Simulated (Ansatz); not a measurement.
BiI2 (SMILES [I][Bi+][I]), charge +1, singlet, geometry from GFN2-xTB (such geometries of metal compounds can be far from the true shape) (core potentials on Bi, I).

Ansatz (a first-principles code) was given this input:
Ansatz 0.2 input:
```yaml
crystal:
  periodic: [false, false, false]
  atoms:
    - {symbol: Bi, position_ang: [0.86767310, 0.43113642, 0.27718616]}
    - {symbol: I, position_ang: [-1.00884033, 1.16616633, -1.52475723]}
    - {symbol: I, position_ang: [-0.34996849, -1.84134224, 1.09067324]}
basis:
  gaussian:
    orbitals: def2-SV_P_.json
hamiltonian:
  xc: r2scan
total_charge: 1
```
The basis file holds def2-SV(P) in the JSON format of the Basis Set Exchange.

**Question.** Estimate the total energy that R2SCAN/def2-SV(P) run with Ansatz returns for this input.

**Answer.** -810.1662 Eh

**Question.** What number of basis functions does R2SCAN/def2-SV(P) give?

**Answer.** 78
